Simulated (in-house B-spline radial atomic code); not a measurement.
## Ionising the vanadium ion V⁵⁺ with different functionals

Computed with a B-spline radial code for spherical atoms: four-component Dirac-Coulomb Hamiltonian, Fermi nucleus of rms radius 3.6002 fm, spin-restricted, spherical fractional occupations for the functionals. The ionisation energy is the difference of two self-consistent energies, [Ne] 3s2 3p6 → [Ne] 3s2 3p5, without Breit or QED terms; ε is the level of the shell that loses the electron (mean over j). The electron is taken from both j subshells in proportion to 2j + 1, so the result is a j average, not the step between ground levels.

Hybrids are left out here: with spherical fractional occupations of an open shell their exact exchange keeps a self-interaction that integer-occupation calculations don't have.

```csv
method,rung,ΔSCF (eV),-ε(3p) (eV)
LDA VWN5,LDA,?,?
relativistic LDA,LDA,128.77,117.38
LDA PW92,LDA,128.79,117.40
LDA exchange-only,LDA,126.86,115.47
PBE,GGA,128.82,117.42
PBEsol,GGA,128.69,117.29
BLYP,GGA,128.66,117.26
RPBE,GGA,128.81,117.41
PW91,GGA,128.94,117.53
BP86,GGA,128.90,117.50
AM05,GGA,128.66,117.26
OLYP,GGA,?,?
```

(1) What does OLYP give?

(2) What does LDA VWN5 give?

(3) How do they compare with the NIST value?

Results:

(1) ΔSCF 129.21 eV, and -ε(3p) = 117.80 eV.

(2) ΔSCF 128.80 eV, and -ε(3p) = 117.41 eV.

(3) NIST lists 128.12 eV ± 0.025 (measured, ground level to ground level). Errors run from -1.27 to +1.09 eV; BLYP is closest (+0.53 eV), though others lie within the uncertainty of it, and part of that can be cancellation, since the calculations leave out Breit-QED terms, spin polarisation, the choice among j levels, multiplet and fine-structure energies.
